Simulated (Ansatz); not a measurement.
Ideal-gas functions of Br2H2Si (`Br[SiH2]Br`) at 298.15 K and 1 bar, from an Ansatz frequency run at PBE0-D4/def2-TZVP.

Molar mass 189.91 g/mol, point group C2v (symmetry number 2), electronic degeneracy 1, moments of inertia 47.682, 530.098, 571.704 u Å². Harmonic wavenumbers (cm⁻¹, unscaled): 119, 401, 472, 548, 684, 835, 937, 2266, 2283.

Use S(trans) = R[1.5 ln M + 2.5 ln T − 1.1517]; rotational temperatures θ = 24.2544 K / I; S(rot) = R[ln(√π/σ · √(T³/θAθBθC)) + 1.5]; for each mode x = 1.438777 ν̃/T, S = R[x/(eˣ − 1) − ln(1 − e⁻ˣ)] and H = RT x/(eˣ − 1); 1 cm⁻¹ = 0.0119627 kJ/mol; R = 8.31446 J/(mol·K).

Task: By hand: the entropy, in J/(mol·K).

Result: Translation 174.3. Rotation: θ = 0.5087, 0.0458, 0.0424 K, giving 111.3. Vibration, mode by mode: 13.04, 4.01, 3.06, 2.29, 1.36, 0.76, 0.50, 0.00, 0.00, in all 25.0. Electronic 0.0. Sum 310.6 J/(mol·K).

Task: By hand: H − E and G − E in kJ/mol, counted from the electronic energy.

Result: Zero-point energy ½ × 8545 × 0.0119627 = 51.1; thermal vibration 4.4; translation, rotation and pV give 4 RT = 9.9. H − E = 65.4 kJ/mol, and G − E = 65.4 − 298.15 × 310.6/1000 = -27.2 kJ/mol.

Vibration gives 8 % of the entropy, 13.0 J/(mol·K) of it from the mode under 150 cm⁻¹: soft modes count most, and the harmonic formula is weakest for them.
